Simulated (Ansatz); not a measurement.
Geometry optimisation, DFT PBE, scalar-relativistic, plane waves, PAW in Ansatz.

Input file:

```yaml
crystal:
  lattice:
    - [6.796884, 0.0, 0.0]
    - [0.0, 6.796884, 0.0]
    - [0.0, 0.0, 6.796884]
  atoms:
    - { symbol: O, position: [0.9193619, 0.8019194, 0.7180134] }
    - { symbol: H, position: [0.9778517, 0.9073889, 0.6421071] }
    - { symbol: H, position: [1.0019424, 0.7928724, 0.8337944] }
    - { symbol: O, position: [0.7982129, 0.3463242, 0.3999266] }
    - { symbol: H, position: [0.930394, 0.392342, 0.3731471] }
    - { symbol: H, position: [0.7255192, 0.3797542, 0.2820085] }
    - { symbol: O, position: [0.6829811, 0.1985606, 0.0325231] }
    - { symbol: H, position: [0.5922069, 0.2607162, 0.1230954] }
    - { symbol: H, position: [0.6813527, 0.2836729, -0.0817568] }
    - { symbol: O, position: [0.7389514, 0.7147449, 0.3260311] }
    - { symbol: H, position: [0.6749779, 0.7943215, 0.2266249] }
    - { symbol: H, position: [0.8589552, 0.6707632, 0.2630128] }
    - { symbol: O, position: [0.2212113, 0.1108543, 0.8754714] }
    - { symbol: H, position: [0.2359374, 0.2311755, 0.9503886] }
    - { symbol: H, position: [0.3495426, 0.0494091, 0.883357] }
    - { symbol: O, position: [0.0255493, 0.4648479, 0.9970269] }
    - { symbol: H, position: [0.1270861, 0.5383702, 1.0647867] }
    - { symbol: H, position: [-0.0406646, 0.5627936, 0.917472] }
    - { symbol: O, position: [0.2605473, 0.8716889, 0.5814451] }
    - { symbol: H, position: [0.3404242, 0.9776969, 0.5295932] }
    - { symbol: H, position: [0.2469452, 0.7818872, 0.4716395] }
    - { symbol: O, position: [0.0866242, 0.0717437, 0.2249999] }
    - { symbol: H, position: [0.0212765, 0.1541045, 0.3211924] }
    - { symbol: H, position: [0.2194043, 0.1232366, 0.2200443] }
    - { symbol: S, position: [0.4196766, 0.4698111, 0.6158279] }
    - { symbol: O, position: [0.5025632, 0.2751337, 0.5664901] }
    - { symbol: O, position: [0.2054683, 0.5029119, 0.6009004] }
basis:
  ecutwfc: 420.0
kpoints:
  mp_grid: { grid: [1, 1, 1] }
hamiltonian:
  xc: pbe
scf:
  occupations: { method: fermi_dirac, width: 0.05 }
  lower_state_search: "off"
relax:
  f_tol: 0.3
  max_steps: 15
  adjacent_minimum: "off"
```

Launched with:

```bash
$ ansatz run input.yaml --threads 1 --pin off --max-ram 3072MiB --backend cpu --events-out ev --progress --plain --runs-dir out
```

Question: Where does it end, and by what steps?

Answer: The run converged. The threshold is loose, so the end isn't yet a minimum. Limits of this set-up: coarse k mesh. After 14 steps the energy has fallen by 4.994 eV; O10 moved furthest, 1.54 Å.

| step | energy less start (eV) | largest force component (eV/Å) | accepted |
| --- | --- | --- | --- |
| 0 | 0.0000 | 1.443 | yes |
| 1 | -1.3303 | 1.808 | yes |
| 2 | -1.9731 | 1.911 | yes |
| 3 | -2.5943 | 1.615 | yes |
| 4 | -3.1553 | 1.115 | yes |
| 5 | -3.5098 | 0.951 | yes |
| 6 | -3.7614 | 0.948 | yes |
| 7 | -3.9110 | 0.804 | yes |
| 8 | -4.1145 | 0.700 | yes |
| 9 | -4.2961 | 0.738 | yes |
| 10 | -4.4826 | 0.942 | yes |
| 11 | -4.6503 | 0.801 | yes |
| 12 | -4.8144 | 0.522 | yes |
| 13 | -4.9296 | 0.316 | yes |
| 14 | -4.9941 | 0.289 | yes |

```xyz
27
Lattice="6.7969 0.0000 0.0000 0.0000 6.7969 0.0000 0.0000 0.0000 6.7969" Properties=species:S:1:pos:R:3
O 6.770 5.896 5.729
H 7.455 5.997 5.013
H 7.123 6.428 6.485
O 6.102 1.314 2.941
H 6.628 2.135 3.061
H 5.165 1.602 2.888
O 3.570 1.398 0.275
H 3.883 2.262 0.679
H 4.334 1.070 -0.243
O 4.486 3.686 1.369
H 4.109 4.576 1.269
H 5.385 3.732 0.927
O 1.554 2.057 5.494
H 0.984 2.681 6.056
H 2.343 1.798 6.073
O 0.124 3.683 7.001
H 0.663 3.877 7.795
H 0.103 4.561 6.445
O 2.056 5.962 3.869
H 2.535 6.817 3.884
H 1.608 5.993 2.993
O 0.957 -0.036 1.361
H 0.274 0.496 1.879
H 1.731 0.552 1.268
S 2.516 2.991 3.852
O 3.244 1.749 3.510
O 1.328 3.242 3.007
```

Whether the end is a true minimum wasn't checked by a vibrational analysis.

The run took 36 s on 1 thread of Arm Neoverse V1 (shared host), peak memory 0.36 GiB.
